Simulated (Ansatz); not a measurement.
Saddle point of BH4SeO2F, closed shell (BH₂O₂F ([OH][B]([OH])[F]) + H₂Se → BH₃SeO₂ ([OH][B]([OH])[SeH]) + HF; bonds formed: B1–Se6, F2–H5; bonds broken: B1–F2, H5–Se6), PBE0-D4/def2-TZVP structure:

```
9
angstrom
B 0.2718 0.2319 -0.1734
F 0.8718 -1.2285 0.2572
O -0.0421 0.2141 -1.5006
O 1.0588 1.2269 0.3417
H -0.1223 -1.3346 0.8054
Se -1.5237 -0.2932 1.0707
H 0.3901 0.9288 -1.9750
H 1.3254 1.1181 1.2548
H -2.2300 -0.8636 -0.0809
```

Energies are electronic, without zero-point energy. Barriers and step energies count from the start structure reached by relaxing down the imaginary mode; all methods use the PBE0-D4 structures, on which another method's saddle can fall below an end. Computed with Ansatz 0.2.0 (basis: def2-TZVPP, with def2-QZVPP for the basis limit); correlated methods freeze the cores. Filled d shells of the heavier atoms are correlated. The def2 sets are not built for correlating such inner shells, so the correlated values are less sure here. B3LYP uses VWN-RPA correlation. Extrapolation: Hartree–Fock as exp(−7.88 √X), correlation as X^−2.97.

| method | barrier (eV) | step energy (eV) |
| --- | --- | --- |
| SPW92 | 1.155 | 0.482 |
| PBE-D4 | 1.490 | 0.568 |
| BLYP-D4 | ? | 0.695 |
| r2SCAN-D4 | 1.671 | 0.722 |
| B97M-V | 1.966 | 0.836 |
| PBE0-D4 | 1.705 | 0.657 |
| B3LYP-D4 | 1.895 | 0.762 |
| r2SCAN0-D4 | 1.813 | 0.760 |
| BHLYP-D4 | ? | 0.866 |
| CAM-B3LYP-D4 | ? | 0.813 |
| wB97X-V | 1.884 | 0.759 |
| wB97M-V | 1.847 | 0.765 |
| B2PLYP | 1.933 | 0.771 |
| PBE-QIDH | 1.829 | 0.701 |
| RPA on PBE | 1.911 | 0.789 |
| HF | 2.800 | 1.150 |
| MP2 | 1.801 | 0.670 |
| CCSD | 2.093 | 0.826 |
| CCSD(T) | 1.935 | 0.758 |

(1) Fill in the withheld barriers. (To be estimated.)

T1 diagnostic: at most 0.012.

Results:

(1) Computed: CAM-B3LYP-D4 1.946; BHLYP-D4 2.149; BLYP-D4 1.740 eV. Each is the energy of the saddle less that of the start structure, by the same method.

For comparison, the barrier by CCSD(T) at an estimated basis limit (MP2 extrapolated from triple and quadruple zeta, plus CCSD(T) − MP2 in triple zeta) is 1.911 eV.

Labels in which every atom is bracketed show which atoms are joined, not bond orders.

For scale, one of the runs: CCSD(T)/def2-TZVPP, 228 basis functions, launched by `ansatz run in.yaml --threads 8 --pin off --events-out ev --progress --plain --max-ram 19148MiB`. Hardware: 8 CPU threads of a Oxide Virtual Turin-like, shared host. Wall time 76 s; peak host memory 4.4 GiB.
